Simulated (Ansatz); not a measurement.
Consider the redistribution: `OP[SiH3]` + `OCB[SiH3]` → `[SiH3]P[SiH3]` + `OBCO`.

Isolated molecules relaxed with PBE0-D4/def2-TZVP in Ansatz; ΔE leaves out vibrations. CCSD(T)/CBS is the MP2 limit (def2-TZVPP, def2-QZVPP) plus CCSD(T) − MP2 in def2-TZVPP, frozen cores. DFT in def2-TZVPP. HSE06 is defined as in plane-wave codes. One conformer a species, not always the lowest.

`OP[SiH3]`:

Z-matrix (Å, degrees):
```
Si
P 1 2.260
H 1 1.487 2 112.7
H 1 1.486 2 109.2 3 -121.7
H 1 1.488 2 106.5 3 120.4
O 2 1.666 1 99.0 3 45.3
H 2 1.427 1 92.7 3 -54.8
H 6 0.960 2 109.1 1 143.7
```

`OCB[SiH3]`:

Z-matrix (Å, degrees):
```
C
B 1 1.547
O 1 1.411 2 114.8
H 1 1.107 2 106.8 3 -124.9
H 1 1.108 2 106.8 3 124.9
Si 2 2.017 1 120.7 3 -179.9
H 2 1.197 1 120.1 3 0.0
H 3 0.960 1 108.9 2 -179.9
H 6 1.491 2 109.9 1 -121.8
H 6 1.491 2 113.8 1 -0.7
H 6 1.491 2 109.7 1 120.2
```

`[SiH3]P[SiH3]`:

Cartesian coordinates in Å:
```
Si 0.417 0.328 -1.592
P -0.397 1.308 0.262
Si -0.099 -0.470 1.608
H 0.107 1.189 -2.763
H -0.130 -1.034 -1.834
H 1.892 0.234 -1.434
H -1.754 1.001 -0.033
H -0.803 -0.220 2.892
H 1.360 -0.591 1.868
H -0.591 -1.746 1.025
```

`OBCO`:

```xyz
9

O    -1.273   -0.297   -0.823
B    -0.076   -0.708   -0.334
C     0.722    0.318    0.529
O     0.110    1.578    0.712
H    -1.736   -0.953   -1.348
H     0.336   -1.813   -0.564
H     0.929   -0.141    1.509
H     1.718    0.451    0.075
H    -0.730    1.565    0.245
```

(1) Is it downhill or uphill in electronic energy at CCSD(T)/CBS, and by how much? (Estimate.)

(2) What do these levels give: LDA (SPW92), HSE06-D4, BHLYP-D4, ωB97X-V, ωB97M-V, B2PLYP, r2SCAN, LC-ωPBE, HF/def2-TZVPP, CCSD(T)/def2-TZVPP, SCS-MP2/def2-QZVPP, HF/CBS(def2)? (An estimate is asked.)

Largest T1 diagnostic among the species: 0.013.

Answers

(1) Computed: Downhill: ΔE = -226.7 kJ/mol.

(2) Computed: LDA (SPW92) -230.9, HSE06-D4 -227.2, BHLYP-D4 -224.9, ωB97X-V -219.9, ωB97M-V -224.7, B2PLYP -223.7, r2SCAN -226.8, LC-ωPBE -223.9, HF/def2-TZVPP -214.2, CCSD(T)/def2-TZVPP -228.2, SCS-MP2/def2-QZVPP -227.8, HF/CBS(def2) -212.7 kJ/mol.

In def2-TZVPP, CCSD(T) changes the Hartree–Fock value by −14.0 kJ/mol (the triples alone add −3.1 kJ/mol) and MP2 by −24.7 kJ/mol. At CCSD(T), def2-SVP lies −29.3 kJ/mol from the extrapolated value and def2-TZVPP −1.6 kJ/mol.
